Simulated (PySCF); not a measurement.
# Deuteron quadrupole couplings in `O=Cc1cc[nH]n1`

Compound: C4H4N2O.
Numbering: `[O:1]=[CH:2][c:3]1[cH:4][cH:5][nH:6][n:7]1` (hydrogens: H8 on C2; H9 on C4; H10 on C5; H11 on N6)

Geometry (GFN2-xTB, Å), atoms numbered from 1 in this order:
```xyz
11
C4H4N2O angstrom
O     -0.4493    2.8448    0.0062
C     -1.0029    1.7864    0.1667
C     -0.3660    0.4827    0.0652
C      0.9852    0.1806   -0.2304
C      1.0494   -1.1875   -0.2014
N     -0.1974   -1.6238    0.0947
N     -1.0568   -0.6401    0.2565
H     -2.0791    1.7192    0.4141
H      1.7649    0.8847   -0.4288
H      1.8630   -1.8650   -0.3631
H     -0.5058   -2.5795    0.1943
```

Level: PBE0/pcSseg-1 (PySCF, non-relativistic); Q(2H) = 0.00286 b; rigid geometry, the same for H and D, with no vibrational averaging.

Problem. Rank these positions by the coupling χzz of a deuteron there, largest first.
A. H10 (aromatic hydrogen)
B. H8 (formyl hydrogen)
C. H9 (aromatic hydrogen)
D. H11 (N–H hydrogen)

Solution. D (265 kHz), C (235 kHz), A (231 kHz), B (182 kHz).

Problem. Tabulate Vzz, the asymmetry η and χzz = 234.96 MHz × Q × Vzz for every hydrogen position.

Solution. 
```json
{"atom": "H8", "bonded to": "C2", "bond length (Å)": "1.106", "Vzz (au)": "0.2703", "η": "0.02", "χzz (kHz)": "182"}
{"atom": "H9", "bonded to": "C4", "bond length (Å)": "1.069", "Vzz (au)": "0.3500", "η": "0.05", "χzz (kHz)": "235"}
{"atom": "H10", "bonded to": "C5", "bond length (Å)": "1.071", "Vzz (au)": "0.3434", "η": "0.09", "χzz (kHz)": "231"}
{"atom": "H11", "bonded to": "N6", "bond length (Å)": "1.009", "Vzz (au)": "0.3943", "η": "0.15", "χzz (kHz)": "265"}
```

Problem. Average by the element that carries the hydrogen.

Solution. on C: 216 kHz over 3 positions, mean bond length 1.082 Å; on N: 265 kHz over 1 position, mean bond length 1.009 Å.

Problem. Give the 2H NMR doublet splittings at H8 for a magnetic field along the z, y and x axes of the gradient: 3χ/2, 3χ(1 + η)/4, 3χ(1 − η)/4.

Solution. With |χ| = 181.7 kHz and η = 0.016: 273, 138 and 134 kHz, to first order and without motion.

Isolated species at its GFN2-xTB geometry (one conformer only). GFN2-xTB bond lengths can be off by several hundredths of an ångström, more for odd bonds, and the gradients follow them. These gradients aren't converged with respect to the basis.
